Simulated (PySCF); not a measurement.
thallium atom (Tl), doublet (core potentials on Tl). Base run: PySCF with HF/def2-SV(P).

Here is a job for PySCF.
```python
from pyscf import gto, scf

mol = gto.M(
    atom='''
Tl    0.000000    0.000000    0.000000
''',
    basis='def2-sv(p)',
    ecp={'Tl': 'def2-sv(p)'},
    charge=0,
    spin=1,
    verbose=4,
)

mf = scf.UHF(mol)
mf.kernel()
mf.analyze()
```

The base run was repeated with changes; each row names its change, and settings that it needs were set with it.

```json
[
 {"change": "base", "E (Eh)": "-171.51340", "HOMO (eV)": "-5.20", "<S^2>": "0.758", "outcome": "converged"},
 {"change": "functional = pbe0", "E (Eh)": "-172.49506", "HOMO (eV)": "-3.39", "<S^2>": "0.752", "outcome": "converged"},
 {"change": "functional = blyp; dispersion = d3bj", "E (Eh)": "-172.48031", "HOMO (eV)": "-2.45", "<S^2>": "0.751", "outcome": "converged"},
 {"change": "functional = mn12l", "E (Eh)": "-171.14438", "HOMO (eV)": "-2.89", "<S^2>": "0.752", "outcome": "converged"},
 {"change": "functional = b3lyp; dispersion = d3bjm", "E (Eh)": "-172.56293", "HOMO (eV)": "-3.20", "<S^2>": "0.751", "outcome": "converged"},
 {"change": "functional = pbe", "E (Eh)": "-172.52998", "HOMO (eV)": "-2.63", "<S^2>": "0.751", "outcome": "converged"},
 {"change": "functional = b97-1", "E (Eh)": "-172.48229", "HOMO (eV)": "-3.04", "<S^2>": "0.751", "outcome": "converged"},
 {"change": "functional = mn15", "E (Eh)": "-172.17907", "HOMO (eV)": "-3.81", "<S^2>": "0.751", "outcome": "converged"},
 {"change": "functional = b97m_v", "E (Eh)": "-172.48778", "HOMO (eV)": "-2.48", "<S^2>": "0.751", "outcome": "converged"},
 {"change": "functional = m062x", "E (Eh)": "-172.38038", "HOMO (eV)": "-4.16", "<S^2>": "0.754", "outcome": "converged"},
 {"change": "functional = wb97x", "E (Eh)": "-172.52334", "HOMO (eV)": "-5.03", "<S^2>": "0.751", "outcome": "converged"},
 {"change": "functional = camb3lyp", "E (Eh)": "-172.45995", "HOMO (eV)": "-4.38", "<S^2>": "0.752", "outcome": "converged"},
 {"change": "functional = bp86", "E (Eh)": "-", "HOMO (eV)": "-", "<S^2>": "-", "outcome": "not converged"}
]
```

Absolute energies of different levels of theory aren't comparable as measures of quality.

Open shells are given as the SCF converged; they aren't shown to be the lowest states, and a large step between rows can be another state.
